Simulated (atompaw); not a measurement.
## Reading a pseudo-wave (iodine (I))

Columns: radius, all-electron u(r) and pseudo u(r) of the 4d shell (level -50.33 eV) of iodine in the configuration [Ar] 3d10 4s2 4p6 4d10 5s2 5p5; LDA (PW92), scalar-relativistic, PAW (atompaw) scheme, atompaw 4.2.0.5.

| r (bohr) | all-electron | pseudo |
| --- | --- | --- |
| 0.058 | -0.1492 | 0.0007 |
| 0.115 | -0.4603 | 0.0054 |
| 0.173 | -0.6205 | 0.0181 |
| 0.231 | -0.5546 | 0.0417 |
| 0.288 | -0.3349 | 0.0778 |
| 0.346 | -0.0388 | 0.1286 |
| 0.404 | 0.2658 | 0.1934 |
| 0.462 | 0.5392 | 0.2705 |
| 0.519 | 0.7587 | 0.3558 |
| 0.577 | 0.9268 | 0.4483 |
| 0.635 | 1.0415 | 0.5423 |
| 0.692 | 1.1087 | 0.6313 |
| 0.750 | 1.1389 | 0.7136 |
| 0.808 | 1.1388 | 0.7831 |
| 0.865 | 1.1165 | 0.8354 |
| 0.923 | 1.0775 | 0.8699 |
| 0.981 | 1.0271 | 0.8844 |
| 1.038 | 0.9705 | 0.8795 |
| 1.096 | 0.9090 | 0.8570 |
| 1.154 | 0.8458 | 0.8198 |
| 1.212 | 0.7828 | 0.7719 |
| 1.269 | 0.7223 | 0.7188 |
| 1.327 | 0.6629 | 0.6622 |
| 1.385 | 0.6064 | 0.6064 |
| 1.442 | 0.5542 | 0.5542 |
| 1.500 | 0.5045 | 0.5045 |

Question: How many radial nodes do the two functions have?

Answer: The all-electron 4d function has n − l − 1 = 1; the pseudo-wave has 0, since the states of the same l below it are removed with the core.

Question: Where does each function peak?

Answer: Outermost all-electron maximum near 0.75 bohr, pseudo maximum near 0.98 bohr (to the table’s step).

Question: Is the pseudo-wave norm-conserving?

Answer: No, it belongs to a PAW set: the norm inside the radius is not constrained, and the difference is carried by the augmentation charge.
